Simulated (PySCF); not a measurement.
PySCF job for B(H)(OEt)(NH2) (C₂H₈BNO), SMILES CCOBN, PBE-D3(BJ)/def2-SVP. Geometry: PBE-D3(BJ)/def2-SVP. The structure was generated by enumeration, and PubChem lists no compound with its InChIKey, so it may never have been made. One conformer was computed; it need not be the lowest.

```python
import numpy as np
from pyscf import gto, scf, dft, df
from pyscf.hessian import thermo

mol = gto.M(
    atom='''
    B    -0.35835761    0.75214140    0.89076984
    H    -1.05815203    0.06306700    1.62099808
    O     0.49865306    0.18186351   -0.01954198
    C     0.55372080   -1.22528345   -0.20136640
    C    -0.20151778   -1.65051711   -1.45324440
    H     1.62577438   -1.50960199   -0.28661803
    H     0.14380298   -1.74767013    0.69354866
    H     0.18661696   -1.11636822   -2.34383957
    H    -0.09351074   -2.74080650   -1.62624534
    H    -1.28236698   -1.41977046   -1.35962230
    N    -0.42158627    2.15708573    0.98376932
    H    -1.02236071    2.63725853    1.64914634
    H     0.14064541    2.77347976    0.39639850
    ''',
    basis='def2-SVP',
    charge=0,
    spin=0,
    max_memory=1600,
    verbose=3,
)
mf = dft.RKS(mol, xc='pbe').density_fit(auxbasis='def2-universal-jkfit')
mf.disp = 'd3bj'
mf.grids.level = 3
mf.conv_tol = 1e-11
mf.max_cycle = 100
mf.kernel()

# [left out here: the lines that compute and print the analytic Hessian (its translational invariance restored by hand, since the grid's response is missing), thermochemistry and intensities]
```

Output:

```
converged SCF energy = -235.465934874683

WARN: DFTD3 does not support analytical Hessian, using finite difference


WARN: Mole.unit (angstrom) is changed to Bohr

Mode                                 0                   1                   2
Irrep
Freq [cm^-1]                       47.6188            119.0733            213.0020
Reduced mass [au]                   2.7796              2.3211              1.3645
Force const [Dyne/A]                0.0037              0.0194              0.0365
Char temp [K]                      68.5129            171.3200            306.4624
Normal mode                   x     y     z       x     y     z       x     y     z
       0   B                -0.04 -0.03 -0.08   -0.10  0.01 -0.10    0.05 -0.01 -0.04
       1   H                -0.19 -0.04 -0.23   -0.28  0.00 -0.29    0.08 -0.07 -0.07
       2   O                 0.12 -0.01  0.07   -0.04  0.03 -0.05    0.06  0.03 -0.06
       3   C                 0.06 -0.00 -0.01    0.03  0.03 -0.01   -0.03  0.01  0.02
       4   C                -0.09  0.07  0.05    0.02 -0.08  0.03   -0.01 -0.01  0.02
       5   H                 0.04 -0.02 -0.14    0.04  0.09 -0.03   -0.05 -0.09  0.09
       6   H                 0.14 -0.04  0.01    0.08  0.04  0.02   -0.12  0.11  0.03
       7   H                -0.18  0.11  0.03   -0.05 -0.09 -0.00    0.26 -0.36 -0.07
       8   H                -0.14  0.08 -0.01    0.09 -0.08  0.08   -0.36 -0.09  0.29
       9   H                -0.08  0.09  0.19    0.00 -0.15  0.06    0.05  0.37 -0.15
      10   N                -0.04 -0.03 -0.04    0.07  0.01  0.10   -0.05 -0.02  0.05
      11   H                -0.15 -0.04 -0.12   -0.00 -0.01  0.05   -0.09 -0.13  0.09
      12   H                 0.08 -0.02  0.09    0.24  0.02  0.28   -0.11  0.08  0.10
Mode                                 3                   4                   5
Irrep
Freq [cm^-1]                      301.5668            388.9057            392.2529
Reduced mass [au]                   1.5968              1.4060              2.2438
Force const [Dyne/A]                0.0856              0.1253              0.2034
Char temp [K]                     433.8875            559.5488            564.3645
Normal mode                   x     y     z       x     y     z       x     y     z
       0   B                -0.07 -0.02  0.06   -0.01 -0.03 -0.02   -0.02 -0.06 -0.03
       1   H                -0.09  0.03  0.08   -0.00 -0.04 -0.02    0.05 -0.10 -0.00
       2   O                -0.08 -0.01  0.05   -0.03  0.00 -0.05   -0.05  0.01 -0.09
       3   C                 0.08  0.02 -0.05    0.01 -0.00  0.04    0.01  0.01  0.08
       4   C                 0.01  0.01 -0.01    0.01  0.05  0.03    0.02  0.09  0.07
       5   H                 0.11  0.16 -0.17    0.01 -0.00  0.07    0.02  0.00  0.14
       6   H                 0.23 -0.10 -0.05   -0.01  0.03  0.05   -0.03  0.08  0.10
       7   H                 0.16 -0.26 -0.11    0.03  0.10  0.07    0.05  0.21  0.15
       8   H                -0.31 -0.05  0.20   -0.04  0.06 -0.05   -0.05  0.11 -0.08
       9   H                 0.07  0.34 -0.04    0.02  0.09  0.05    0.04  0.17  0.11
      10   N                 0.04 -0.01 -0.04    0.09 -0.04  0.06   -0.00 -0.07 -0.05
      11   H                 0.10  0.14 -0.09   -0.46  0.00 -0.47    0.33 -0.02  0.21
      12   H                 0.12 -0.14 -0.11   -0.30 -0.05 -0.33    0.20 -0.14  0.07
Mode                                 6                   7                   8
Irrep
Freq [cm^-1]                      464.4554            583.9002            776.5855
Reduced mass [au]                   2.4896              1.2537              1.3514
Force const [Dyne/A]                0.3164              0.2518              0.4802
Char temp [K]                     668.2480            840.1024           1117.3336
Normal mode                   x     y     z       x     y     z       x     y     z
       0   B                 0.03  0.07 -0.05   -0.08  0.00 -0.08   -0.03  0.01  0.04
       1   H                 0.02  0.14  0.01   -0.05 -0.00 -0.05    0.00 -0.09 -0.03
       2   O                -0.05 -0.10 -0.03    0.03 -0.00  0.03    0.03  0.02 -0.03
       3   C                 0.07 -0.11  0.01    0.00  0.00  0.00    0.06 -0.06 -0.02
       4   C                 0.01  0.03  0.01    0.00  0.00  0.00    0.01 -0.03 -0.04
       5   H                 0.09 -0.01 -0.05   -0.00 -0.00 -0.00    0.07 -0.14  0.34
       6   H                 0.15 -0.16  0.02   -0.00 -0.00 -0.00   -0.27  0.03 -0.12
       7   H                 0.05  0.11  0.07    0.00 -0.01 -0.00   -0.25  0.01 -0.13
       8   H                -0.16  0.04 -0.15    0.01 -0.00  0.01   -0.22 -0.04 -0.13
       9   H                 0.05  0.19  0.09   -0.00 -0.01 -0.00    0.07  0.08  0.34
      10   N                -0.03  0.09  0.03    0.03 -0.00  0.03   -0.04  0.04  0.05
      11   H                -0.07 -0.12  0.14    0.40 -0.01  0.36    0.08  0.35 -0.07
[...]
       1   H                 0.05 -0.13 -0.06   -0.01  0.05  0.01   -0.01  0.07  0.01
       2   O                 0.04 -0.04 -0.04   -0.02  0.03  0.02   -0.03  0.03  0.02
       3   C                -0.04  0.00 -0.05   -0.01 -0.02 -0.02   -0.02  0.06 -0.02
       4   C                -0.00  0.01  0.02    0.02 -0.04  0.02   -0.01  0.01 -0.01
       5   H                 0.00 -0.01  0.42   -0.01 -0.13  0.18   -0.12 -0.46  0.31
       6   H                 0.40 -0.04  0.15    0.19 -0.04  0.06    0.42 -0.30 -0.01
       7   H                -0.04 -0.12 -0.08   -0.53  0.29 -0.04    0.22 -0.09  0.03
       8   H                 0.13  0.05 -0.09    0.14 -0.05  0.24   -0.09  0.01 -0.11
       9   H                 0.01  0.08 -0.01    0.06  0.38 -0.44   -0.02 -0.16  0.19
      10   N                 0.01 -0.01 -0.01   -0.00  0.00  0.00   -0.00 -0.01  0.01
      11   H                -0.10 -0.30  0.09    0.04  0.11 -0.04    0.08  0.22 -0.08
      12   H                 0.09 -0.19 -0.10   -0.03  0.07  0.04   -0.08  0.14  0.08
Mode                                24                  25                  26
Irrep
Freq [cm^-1]                     1544.1329           2504.6990           2940.9365
Reduced mass [au]                   1.7029              1.0992              1.0609
Force const [Dyne/A]                2.3923              4.0631              5.4064
Char temp [K]                    2221.6634           3603.7042           4231.3528
Normal mode                   x     y     z       x     y     z       x     y     z
       0   B                 0.04 -0.12 -0.04   -0.05 -0.05  0.05   -0.00  0.00  0.00
       1   H                -0.06  0.07  0.07    0.54  0.54 -0.57    0.01  0.00 -0.01
       2   O                -0.02  0.02  0.02    0.00 -0.00 -0.00    0.00 -0.00 -0.00
       3   C                -0.00  0.01  0.01    0.00 -0.00 -0.00    0.02 -0.04  0.05
       4   C                -0.00 -0.00 -0.00    0.00  0.00 -0.00   -0.00  0.00 -0.00
       5   H                -0.03 -0.07  0.01    0.01  0.00 -0.00   -0.50  0.12  0.05
       6   H                 0.03 -0.05 -0.02   -0.01  0.00  0.01    0.32  0.37 -0.66
       7   H                 0.01  0.00  0.01   -0.00 -0.00 -0.00   -0.01 -0.01  0.02
       8   H                -0.01 -0.00 -0.01    0.00 -0.00  0.00    0.01 -0.04 -0.00
       9   H                 0.00 -0.00  0.01   -0.00 -0.00  0.00    0.01  0.00 -0.00
      10   N                -0.01  0.13  0.01    0.00  0.00 -0.00    0.00 -0.00 -0.00
      11   H                -0.21 -0.40  0.21   -0.01 -0.01  0.01    0.00 -0.00 -0.00
      12   H                 0.24 -0.38 -0.28    0.00 -0.00 -0.00   -0.00  0.00  0.00
Mode                                27                  28                  29
Irrep
Freq [cm^-1]                     2971.7280           2994.4361           3065.9384
Reduced mass [au]                   1.0364              1.1057              1.1036
Force const [Dyne/A]                5.3927              5.8412              6.1123
Char temp [K]                    4275.6549           4308.3269           4411.2027
Normal mode                   x     y     z       x     y     z       x     y     z
       0   B                -0.00  0.00  0.00   -0.00  0.00  0.00    0.00 -0.00 -0.00
       1   H                 0.00  0.00 -0.00   -0.00  0.00  0.00    0.00 -0.00  0.00
       2   O                 0.00 -0.00 -0.00   -0.00 -0.00 -0.00    0.00 -0.00 -0.00
       3   C                 0.00  0.00  0.00    0.08  0.00 -0.04   -0.01  0.00  0.00
       4   C                -0.03 -0.01 -0.04   -0.01  0.00  0.01   -0.06  0.06  0.02
       5   H                -0.02  0.00 -0.00   -0.77  0.19  0.06    0.10 -0.02 -0.01
       6   H                -0.00 -0.00  0.00   -0.18 -0.22  0.40    0.01  0.01 -0.02
       7   H                -0.20 -0.27  0.43    0.04  0.05 -0.08    0.02  0.05 -0.07
       8   H                -0.06  0.56  0.08    0.00 -0.03 -0.00    0.05 -0.62 -0.09
       9   H                 0.57 -0.12 -0.06    0.10 -0.02 -0.01    0.68 -0.14 -0.06
      10   N                 0.00 -0.00 -0.00   -0.00 -0.00  0.00    0.00  0.00  0.00
      11   H                 0.00 -0.00 -0.00    0.00 -0.00 -0.00   -0.00  0.00  0.00
      12   H                -0.00 -0.00  0.00   -0.00 -0.00  0.00    0.00  0.00 -0.00
Mode                                30                  31                  32
Irrep
Freq [cm^-1]                     3069.8470           3529.5593           3647.7934
Reduced mass [au]                   1.1040              1.0515              1.0971
Force const [Dyne/A]                6.1297              7.7178              8.6008
Char temp [K]                    4416.8263           5078.2500           5248.3625
Normal mode                   x     y     z       x     y     z       x     y     z
       0   B                -0.00  0.00  0.00   -0.00  0.00  0.00    0.00  0.00 -0.00
       1   H                 0.00  0.00 -0.00    0.00 -0.00 -0.00   -0.00 -0.00  0.00
       2   O                 0.00  0.00 -0.00   -0.00  0.00  0.00   -0.00  0.00  0.00
       3   C                -0.01 -0.00  0.01    0.00 -0.00 -0.00   -0.00 -0.00  0.00
       4   C                -0.04 -0.06  0.05    0.00  0.00 -0.00    0.00 -0.00 -0.00
       5   H                 0.06 -0.01 -0.00   -0.00  0.00  0.00   -0.00  0.00  0.00
       6   H                 0.03  0.04 -0.07   -0.00  0.00 -0.00    0.00 -0.00 -0.00
       7   H                 0.28  0.37 -0.62   -0.00 -0.00  0.00   -0.00  0.00 -0.00
       8   H                -0.05  0.43  0.08    0.00  0.00  0.00   -0.00  0.00  0.00
       9   H                 0.28 -0.07 -0.02   -0.00 -0.00  0.00   -0.00 -0.00 -0.00
      10   N                 0.00 -0.00 -0.00   -0.01 -0.06  0.01    0.05 -0.01 -0.06
      11   H                 0.00 -0.00 -0.00   -0.32  0.24  0.36   -0.47  0.38  0.52
      12   H                -0.00  0.00  0.00    0.45  0.48 -0.47   -0.28 -0.32  0.29
temperature 298.1500 [K]
pressure 101325.00 [Pa]
Rotational constants [GHz] 16.49713 2.31910 2.25935
Symmetry number 1
Zero-point energy (ZPE) 0.10778 [Eh]   282984.267 [J/mol]
                           tot       elec      trans        rot        vib
Entropy [J/mol/K]       336.268      0.000    162.238    107.623     66.406
Cv [J/mol/K]             97.812      0.000     12.472     12.472     72.868
Cp [J/mol/K]            106.126      0.000     20.786     12.472     72.868
Internal energy [J/mol]                      3718.434   3718.434 293535.351
Internal energy [Eh]   -235.35130  -235.46593
Enthalpy [J/mol]                             6197.391   3718.434 293535.351
Enthalpy [Eh]          -235.35036
Gibbs free energy [J/mol]                  -42173.973 -28369.441 273736.385
Gibbs free energy [Eh] -235.38854
mode   freq/cm-1   IR/(km/mol)
   1       47.62         0.357
   2      119.07         4.440
   3      213.00         3.384
   4      301.57         4.142
   5      388.91       115.892
   6      392.25        52.942
   7      464.46         1.545
   8      583.90        16.042
   9      776.59         0.516
  10      791.04         1.522
  11      887.13        12.393
  12      909.01         6.816
  13     1021.44        24.979
  14     1074.28         5.448
  15     1102.84        31.911
  16     1127.89        29.115
  17     1206.85        69.651
  18     1277.98         6.257
  19     1322.88        51.848
  20     1352.18       151.909
  21     1405.37        19.209
  22     1407.62       114.418
  23     1422.16        17.482
  24     1446.17        27.842
  25     1544.13       309.067
  26     2504.70       137.558
  27     2940.94        55.291
  28     2971.73        14.513
  29     2994.44        29.494
  30     3065.94        25.283
  31     3069.85        18.921
  32     3529.56        33.709
  33     3647.79        34.057
max |gradient| / (hartree/bohr): 0.00012012408998410796
APT charges: [ 0.9773 -0.1917 -0.9336  0.6313 -0.0139 -0.0712 -0.0633 -0.0016 -0.0118
 -0.0088 -0.6977  0.196   0.189 ]
```

Self-consistency was reached.

Cost: around 2.2 core-minutes (rough).
